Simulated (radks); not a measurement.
Results of a calculation; reference values are marked as such.
Task: The mean radii <r> (bohr) of the occupied orbitals of an atom or ion are listed with their occupations. Level of theory: non-relativistic Kohn-Sham, LDA (Slater exchange, Perdew-Wang correlation), spin-unpolarised, spherical densities, point nucleus (a radial shooting solver on a logarithmic mesh with Libxc functionals).

orbital  occ.      <r>
1s          2  0.05924
2s          2   0.2707
2p          6   0.2370
3s          2   0.8218
3p          6   0.8624
3d          6    1.074

Name the element and its charge.

Result: Z = 26, iron, charge +2: Fe2+ in [Ar] 3d6. The 1s radius gives Z: for a bare nucleus <r> = 1.5/Z, 0.05769 bohr for Z = 26, and screening makes it slightly larger (0.05924 here). The occupations add up to 24, and the charge is Z minus that.
